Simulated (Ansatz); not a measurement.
Mg2Al4O8, 14 atoms. Hardware: 6 threads of Intel Xeon on a shared host.

Correlated methods freeze 30 core orbitals; core or outer-core shells of Mg are correlated, in sets that lack core-valence functions.

(1) How many basis functions does each of these Ansatz runs have, and roughly what does it cost? RPA@PBE/def2-SVP, charge 0 singlet, energy, from earlier orbitals; PBE0-D4/def2-TZVP, charge 0 singlet, energy, from earlier orbitals; B3LYP-D4/def2-SVP, charge -1 doublet at the geometry of the charge 0 singlet, energy, from earlier orbitals; PBE-D4/def2-SVP, charge 1 doublet at the geometry of the charge 0 singlet, energy, from earlier orbitals; B3LYP-D4/def2-TZVP, charge 0 singlet, energy and forces, from earlier orbitals; PBE0-D4/def2-SVP, charge 0 singlet, energy, from earlier orbitals; PBE-D4/def2-SVP, charge 0 singlet, relaxation, 21 steps; PBE0-D4/def2-SVP, charge -1 doublet at the geometry of the charge 0 singlet, energy; r2SCAN-D4/def2-TZVP, charge 0 singlet, energy, from earlier orbitals; PBE-D4/def2-SVP, charge 0 singlet, energy, from earlier orbitals; HF/STO-3G, charge 0 singlet, energy; PBE0-D4/def2-SVP, charge 1 doublet at the geometry of the charge 0 singlet, energy.

Results:

(1) Other jobs shared the machine, so times can vary by a factor of up to 3. A dash marks memory too small to be measured apart from the calling script's.

```
                                                                                                        run  functions  fitting or Cholesky vectors  wall time  peak host memory (GiB)
                                                                        HF/STO-3G, charge 0 singlet, energy         94                         1171      1.2 s                       –
                                           PBE-D4/def2-SVP, charge 0 singlet, energy, from earlier orbitals        220                         2274      4.2 s                       –
                                          RPA@PBE/def2-SVP, charge 0 singlet, energy, from earlier orbitals        220                         1943      6.5 s                       –
                                          PBE0-D4/def2-SVP, charge 0 singlet, energy, from earlier orbitals        220                         1943        7 s                    0.87
   PBE-D4/def2-SVP, charge 1 doublet at the geometry of the charge 0 singlet, energy, from earlier orbitals        220                         2274        8 s                       –
B3LYP-D4/def2-SVP, charge -1 doublet at the geometry of the charge 0 singlet, energy, from earlier orbitals        220                         1943       12 s                     1.3
                        PBE0-D4/def2-SVP, charge -1 doublet at the geometry of the charge 0 singlet, energy        220                         1943       12 s                     1.4
                         PBE0-D4/def2-SVP, charge 1 doublet at the geometry of the charge 0 singlet, energy        220                         1943       16 s                     1.4
                                       r2SCAN-D4/def2-TZVP, charge 0 singlet, energy, from earlier orbitals        460                         2820       17 s                     1.7
                                         PBE0-D4/def2-TZVP, charge 0 singlet, energy, from earlier orbitals        460                         2900       32 s                     3.3
                             B3LYP-D4/def2-TZVP, charge 0 singlet, energy and forces, from earlier orbitals        460                         2820       34 s                     3.3
                                                    PBE-D4/def2-SVP, charge 0 singlet, relaxation, 21 steps        220                         2274       79 s                       –
```
